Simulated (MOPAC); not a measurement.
A run for MOPAC: PM6 on F2H2Si (SMILES F[SiH2]F).

```
PM6 1SCF PRECISE CHARGE=0 THREADS=1
F2H2Si

F      0.65694701 1     0.01640740 1    -1.45081416 1
Si     0.07944110 1    -0.38767010 1    -0.02733471 1
F      0.64957417 1     0.69041230 1     1.02424819 1
H     -1.38179289 1    -0.26436893 1    -0.04829726 1
H      0.60583874 1    -1.70358573 1     0.34950397 1
```

Output:

```
*******************************************************************************
 **                                                                           **
 **                              MOPAC v23.2.5                                **
 **                                                                           **
 *******************************************************************************
 ** MOPAC's Digital Object Identifier: https://doi.org/10.5281/zenodo.6511958 **
 **                                                                           **
 ** Please cite the open-source release paper for use of this MOPAC version:  **
 ** J. E. Moussa and J. J. P. Stewart (2026)                                  **
 ** MOPAC: An open-source semiempirical molecular orbital program             **
 ** J. Open Source Softw., 11(119), 8025, https://doi.org/10.21105/joss.08025 **
 *******************************************************************************

                              PM6 CALCULATION RESULTS

 *******************************************************************************
 *  PM6        - The PM6 Hamiltonian to be used
 *
 *
 *
 *                 CHARGE ON SYSTEM = 0
 *
 *
 *
 *  PRECISE    - TIGHTER CRITERIA TO BE USED
 *  1SCF       - DO 1 SCF AND THEN STOP
 *  THREADS=1  - MULTI-THREADING NOT USED
 *  T=         - A TIME OF 172800.0 SECONDS REQUESTED
 *  DUMP=N     - RESTART FILE WRITTEN EVERY 7200.0 SECONDS REQUESTED
 *******************************************************************************
PM6 1SCF PRECISE CHARGE=0 THREADS=1
 F2H2Si

   ATOM   CHEMICAL          X               Y               Z
  NUMBER   SYMBOL      (ANGSTROMS)     (ANGSTROMS)     (ANGSTROMS)

     1       F          0.65694701  *   0.01640740  *  -1.45081416  *
     2      Si          0.07944110  *  -0.38767010  *  -0.02733471  *
     3       F          0.64957417  *   0.69041230  *   1.02424819  *
     4       H         -1.38179289  *  -0.26436893  *  -0.04829726  *
     5       H          0.60583874  *  -1.70358573  *   0.34950397  *



          CARTESIAN COORDINATES

    NO.       ATOM           X           Y           Z

     1         F          0.6569      0.0164     -1.4508
     2        Si          0.0794     -0.3877     -0.0273
     3         F          0.6496      0.6904      1.0242
     4         H         -1.3818     -0.2644     -0.0483
     5         H          0.6058     -1.7036      0.3495

 General Reference for PM6:
 "Optimization of Parameters for Semiempirical Methods V: Modification of NDDO Approximations
 and Application to 70 Elements", J. J. P. Stewart, J. Mol. Mod., 13, 1173-1213 (2007)
 URL: https://link.springer.com/article/10.1007/s00894-007-0233-4

           Empirical Formula: H2 F2 Si  =     5 atoms



      MOLECULAR POINT GROUP   :   C2v


      RHF CALCULATION, NO. OF DOUBLY OCCUPIED LEVELS = 10


 -------------------------------------------------------------------------------
 PM6 1SCF PRECISE CHARGE=0 THREADS=1
 F2H2Si



     1SCF WAS SPECIFIED, SO BFGS WAS NOT USED
     SCF FIELD WAS ACHIEVED


                              PM6 CALCULATION
                                                       MOPAC v23.2.5 Linux




          FINAL HEAT OF FORMATION =       -186.50973 KCAL/MOL =    -780.35671 KJ/MOL


          COSMO AREA              =         88.75 SQUARE ANGSTROMS
          COSMO VOLUME            =         74.72 CUBIC ANGSTROMS

          IONIZATION POTENTIAL    =         11.554150 EV
          HOMO LUMO ENERGIES (EV) =        -11.554 -0.103
          NO. OF FILLED LEVELS    =         10
          MOLECULAR WEIGHT        =         68.0981         POINT GROUP:  C2v

          MOLECULAR DIMENSIONS (Angstroms)

            Atom       Atom       Distance
            F     3    F     1     2.56520
            H     4    H     5     2.48601
            F     1    H     4     1.73355


          SCF CALCULATIONS        =          1





   ATOM   CHEMICAL          X               Y               Z
  NUMBER   SYMBOL      (ANGSTROMS)     (ANGSTROMS)     (ANGSTROMS)

     1       F          0.65694701  *   0.01640740  *  -1.45081416  *
     2      Si          0.07944110  *  -0.38767010  *  -0.02733471  *
     3       F          0.64957417  *   0.69041230  *   1.02424819  *
     4       H         -1.38179289  *  -0.26436893  *  -0.04829726  *
     5       H          0.60583874  *  -1.70358573  *   0.34950397  *

                             CARTESIAN COORDINATES

   1    F        0.656947010     0.016407400    -1.450814160
   2   Si        0.079441100    -0.387670100    -0.027334710
   3    F        0.649574170     0.690412300     1.024248190
   4    H       -1.381792890    -0.264368930    -0.048297260
   5    H        0.605838740    -1.703585730     0.349503970


           Empirical Formula: H2 F2 Si  =     5 atoms



      MOLECULAR POINT GROUP   :   C2v


                  EIGENVALUES
 -40.76428 -40.39976 -18.33655 -16.18309 -16.04517 -15.76509 -15.53512 -15.21516
 -13.77173 -11.55415  -0.10299   0.18670   0.78537   1.30095   1.33278   1.79650
   4.02691   4.50232   4.59652


              NET ATOMIC CHARGES AND DIPOLE CONTRIBUTIONS

  ATOM NO.   TYPE          CHARGE      No. of ELECS.   s-Pop       p-Pop       d-Pop
    1          F          -0.315663        7.3157     1.93039     5.38527
    2         Si           0.646760        3.3532     1.08589     1.14336     1.12399
    3          F          -0.328272        7.3283     1.93398     5.39429
    4          H          -0.001412        1.0014     1.00141
    5          H          -0.001413        1.0014     1.00141
 DIPOLE           X         Y         Z       TOTAL
 POINT-CHG.    -1.768    -2.304     0.498     2.947
 HYBRID         0.749     0.955    -0.287     1.247
 SUM           -1.019    -1.350     0.210     1.704


          ATOMIC ORBITAL ELECTRON POPULATIONS

     Atom    s        px        py        pz      x^2-y^2     xz        z^2       yz        xy
    1  F   1.93039   1.84642   1.86226   1.67659
    2 Si   1.08589   0.52720   0.41423   0.20192   0.33542   0.16147   0.27049   0.23057   0.12604
    3  F   1.93398   1.85477   1.77690   1.76263
    4  H   1.00141
    5  H   1.00141

 **********************
 *                    *
 * JOB ENDED NORMALLY *
 *                    *
 **********************




 == MOPAC DONE ==
```

The run finished.

Cost: around 0.010 core-seconds (rough).
